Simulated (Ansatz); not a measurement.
Single points on NiCl2.

```yaml
crystal:
  periodic: [false, false, false]
  atoms:
    - {symbol: Ni, position_ang: [-0.000049, -0.000028, -0.000001]}
    - {symbol: Cl, position_ang: [-0.016092, -0.020217, 2.051591]}
    - {symbol: Cl, position_ang: [0.016141, 0.020244, -2.051590]}
basis:
  gaussian: {orbitals: def2-TZVPD, initial_orbitals: start.molden}
magnetization: {spin_polarized: true, initial_magnetization: 2}
hamiltonian: {xc: r2scan, dispersion: d4}
scf: {omitted_lower_state_checks: [starts]}
output: {orbitals: {seedname: orbitals}}
```

The file start.molden holds the orbitals of an earlier run on this structure, at another level or in another basis.

```sh
$ ansatz run in.yaml --threads 2 --pin off --events-out ev --progress --plain --max-ram 4352MiB
```

Output, abridged:

```
Functional definition: r2SCAN
1022 factors; their error is unknown
mean field evaluation 1: about -66090.5597 eV, gradient 9.0e0 eV
mean field evaluation 2: about -66090.7107 eV, gradient 3.8e-1 eV
mean field evaluation 4: about -66090.6913 eV, gradient 1.1e-1 eV
mean field evaluation 8: about -66090.6913 eV, gradient 1.4e-5 eV
mean field -66090.69132107 eV, -2428.7881081697 hartree, gradient 3.1e-6 eV, S^2 2.006014; 0 other end points of the search recorded, 0 dependent functions left out
reference -66090.69134942 eV, -2428.7881092117 hartree; 32, 30 occupied and 108, 110 virtual orbitals, 1022 factors
Total energy: -66090.70697197 eV, -2428.7886833298 hartree
Checks for a lower state left out: starts
```

Hardware: 2 threads of AMD EPYC 7R43 on a shared host. Wall time 23 s.

As the first input, with `gaussian: {orbitals: def2-TZVP, initial_orbitals: start.molden}`, `hamiltonian: {xc: {name: wB97M-V}}` (abridged; 1.9 min):

```
Functional definition: wB97M-V
mean field -66088.77365640 eV, -2428.7176352931 hartree, gradient 5.2e-6 eV, S^2 2.007291
Total energy: -66088.77369572 eV, -2428.7176367378 hartree
Checks for a lower state left out: starts
```

First input, but with `gaussian: {orbitals: def2-TZVP, initial_orbitals: start.molden}`, `hamiltonian: {xc: {text: "exchange = 0.85*pbe_x + 0.15*exact_x\ncorrelation = pbe_c"}}` (abridged; 39 s):

```
Functional definition: unnamed
mean field evaluation 16: about -66076.8457 eV, gradient 1.4e-6 eV
mean field -66076.84569001 eV, -2428.2792906131 hartree, gradient 1.4e-6 eV, S^2 2.007193
Total energy: -66076.84572128 eV, -2428.2792917625 hartree
Checks for a lower state left out: starts
```

The first input with `gaussian: {orbitals: def2-TZVP, initial_orbitals: start.molden}`, `hamiltonian: {xc: {name: wB97X-V}}` (abridged; 2 min):

```
Functional definition: wB97X-V
mean field -66084.15265083 eV, -2428.5478164706 hartree, gradient 2.1e-6 eV, S^2 2.007959
Total energy: -66084.15264929 eV, -2428.5478164137 hartree
Checks for a lower state left out: starts
```

As the first input, with `gaussian: {orbitals: def2-TZVP, initial_orbitals: start.molden}`, `hamiltonian: {xc: pbe}`, `correlation: {method: rpa}` and without the key `output` (abridged; 12 s):

```
Functional definition: PBE
mean field -66075.93315026 eV, -2428.2457553959 hartree, gradient 2.3e-6 eV, S^2 2.004581
15 core orbitals not correlated: weight in the atoms' cores, before any rotation towards them, 1.000 or more for the frozen orbitals, at most 0.000 for the correlated occupied ones
Total energy: -66049.39165850 eV, -2427.2703735641 hartree
Checks for a lower state left out: starts
```

As the first input, with `gaussian: {orbitals: 6-31G, initial_orbitals: start.molden}`, `hamiltonian: {xc: {name: B3LYP}, dispersion: d4}` (abridged; 15 s):

```
Functional definition: B3LYP
mean field -66084.82203526 eV, -2428.5724158945 hartree, gradient 3.9e-6 eV, S^2 2.002859
Total energy: -66084.94141774 eV, -2428.5768031197 hartree
Checks for a lower state left out: starts
```

The first input with `gaussian: {orbitals: def2-TZVP, initial_orbitals: start.molden}`, `hamiltonian: {xc: {name: B97M-V}}` (abridged; 95 s):

```
Functional definition: B97M-V
mean field -66077.35984989 eV, -2428.2981856404 hartree, gradient 4.3e-6 eV, S^2 2.004995
Total energy: -66077.35989947 eV, -2428.2981874622 hartree
Checks for a lower state left out: starts
```

Geometry: PBE-D4/def2-TZVP.

The 6-31G sets use Cartesian d functions. B3LYP takes the VWN-RPA correlation. Correlated methods freeze 15 core orbitals; core or outer-core shells of Ni are correlated, in sets that lack core-valence functions.
